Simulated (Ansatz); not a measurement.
Computed with Ansatz on PBE0-D4/def2-TZVP structures; ΔE is electronic, products minus reactants. CCSD(T)/CBS adds triple-zeta CCSD(T) − MP2 to the extrapolated MP2 energy (def2 sets, frozen cores). This one scheme is used for every species. Functionals use def2-TZVPP. B3LYP here is the variant with VWN-RPA as its local correlation; programs differ in this. HSE06 is defined as in plane-wave codes. Elements past krypton have def2 core potentials. For Sb outer-core shells are correlated without core-valence functions, which leaves a few kJ/mol of doubt a bond. Each species was taken in one conformer, which may not be the lowest.

Consider the cleavage of the Si–Sb bond: `F[SiH2][SbH2]` + `[AlH2][SH]` → `F[SiH2][S][AlH2]` + `[SbH3]`.

`F[SiH2][SbH2]`:

```xyz
7

F    -1.593    1.402    0.662
Si   -0.142    0.721    0.559
Sb   -0.400   -1.613   -0.486
H     0.721    1.634   -0.230
H     0.396    0.593    1.938
H    -0.281   -0.957   -2.058
H     1.299   -1.781   -0.385
```

`[AlH2][SH]`:

Z-matrix (Å, degrees):
```
Al
S 1 2.181
H 1 1.579 2 116.5
H 1 1.581 2 118.9 3 -180.0
H 2 1.344 1 93.7 3 180.0
```

`F[SiH2][S][AlH2]`:

Z-matrix (Å, degrees):
```
Si
S 1 2.117
F 1 1.599 2 110.5
H 1 1.479 2 107.6 3 117.4
H 1 1.480 2 112.0 3 -119.0
Al 2 2.190 1 98.6 3 72.9
H 6 1.577 2 116.3 1 -176.2
H 6 1.579 2 118.5 1 4.4
```

`[SbH3]`:

```xyz
4

Sb   -0.297    0.577   -0.315
H    -1.142   -0.510    0.696
H     1.009    0.647    0.783
H     0.431   -0.714   -1.163
```

```tsv
level	ΔE (kJ/mol)	difference from CCSD(T)/CBS
LDA (SPW92)	-41.7	1.7
PBE-D4	-39.4	4.0
revPBE-D4	-41.4	2.0
r2SCAN-D4	-46.3	-2.9
B97M-V	-54.5	-11.1
PBE0-D4	-42.4	1.0
B3LYP-D4	-42.9	0.5
r2SCANh-D4	-46.5	-3.1
r2SCAN0-D4	-46.9	-3.5
HSE06-D4	-42.1	1.3
BHLYP-D4	-46.6	-3.2
CAM-B3LYP-D4	-45.6	-2.2
ωB97X-V	-46.6	-3.2
ωB97M-V	-48.1	-4.7
PBE-QIDH	-46.3	-2.9
revPBE	-35.7	7.7
BLYP	-36.6	6.8
r2SCAN	-45.8	-2.4
PBE0	-40.9	2.5
B3LYP	-40.0	3.4
r2SCANh	-46.1	-2.7
r2SCAN0	-46.4	-3.0
HSE06	-40.7	2.7
BHLYP	-44.9	-1.5
LC-ωPBE	-45.6	-2.2
RPA@PBE/def2-TZVPP	-45.6	-2.2
HF/def2-SVP	-45.7	-2.3
MP2/def2-SVP	-47.6	-4.2
CCSD/def2-SVP	-44.0	-0.6
CCSD(T)/def2-SVP	-44.2	-0.8
MP2/def2-TZVPP	-48.7	-5.3
SCS-MP2/def2-TZVPP	-48.5	-5.1
CCSD/def2-TZVPP	-46.6	-3.2
CCSD(T)/def2-TZVPP	-47.2	-3.8
HF/def2-QZVPP	-48.5	-5.1
MP2/def2-QZVPP	-46.5	-3.1
SCS-MP2/def2-QZVPP	-46.6	-3.2
HF/CBS(def2)	-48.5	-5.1
MP2/CBS(def2)	-44.9	-1.5
CCSD/CBS(def2)	-42.8	0.6
CCSD(T)/CBS	-43.4	0
```

Largest T1 diagnostic among the species: 0.014.

From BLYP to BHLYP (50 % exact exchange), in def2-TZVPP and without D4, ΔE moves by −8.3 kJ/mol. Leaving LDA and LC-ωPBE aside and taking each functional with its dispersion term where it has one, the values spread over 15.1 kJ/mol, from B97M-V to PBE-D4. LDA lies −4.1 kJ/mol from PBE without D4.
